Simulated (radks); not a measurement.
Task: Coherent X-ray form factor from a spherical all-electron density. Method: Dirac Kohn-Sham, BP86, spin-unpolarised, spherical densities, point nucleus; computed with a radial shooting solver on a logarithmic mesh with Libxc functionals.

sin(theta)/lambda (1/angstrom)  f0 (electrons)
0.05                                    22.592
0.1                                     21.492
0.15                                    19.972
0.2                                     18.282
0.25                                    16.590
0.3                                     14.991
0.4                                     12.253
0.5                                     10.208
0.6                                      8.780
0.8                                      7.126
1                                        6.167
1.25                                     5.167
1.5                                      4.220
2                                        2.729

The species is in the configuration that NIST lists as its ground one. Which atom or ion scatters so?

Result: The chromium ion Cr+, [Ar] 3d5. Extrapolating in s^2 from the first two rows gives f0(0) = 23.0, near the electron count 23; among species with that count, the fall with angle is slower the higher Z, and the table is that of Z = 24; from so few rows the species is fixed only to a neighbour or two.
